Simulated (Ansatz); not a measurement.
Diatomic HfI, multiplicity 4 (an upper state: multiplicity 2 came lower at PBE0/def2-TZVPP). No spin–orbit coupling.

The constants come from a fifth-degree fit in 1/R (seven points, main isotopes). In def2 and cc sets the state is the lowest found near the PBE0 minimum, followed along R.

Programs: Ansatz (an electronic-structure program) with Gaussian orbitals. Each number belongs to the level named beside it. In def2 rows elements past Kr take small-core potentials, without spin–orbit coupling.

```csv
level,r_e (Å),ω_e (cm⁻¹),ω_e x_e (cm⁻¹),dipole (D)
PBE/def2-TZVPP,2.726,176,0.32,3.09
PBE0/def2-TZVPP,2.729,?,0.31,3.49
wB97X-V/def2-TZVPP,?,?,0.30,3.49
```

Some entries are withheld; supply them.


- wB97X-V/def2-TZVPP, r_e (Å): 2.746
- wB97X-V/def2-TZVPP, ω_e (cm⁻¹): 177
- PBE0/def2-TZVPP, ω_e (cm⁻¹): 178
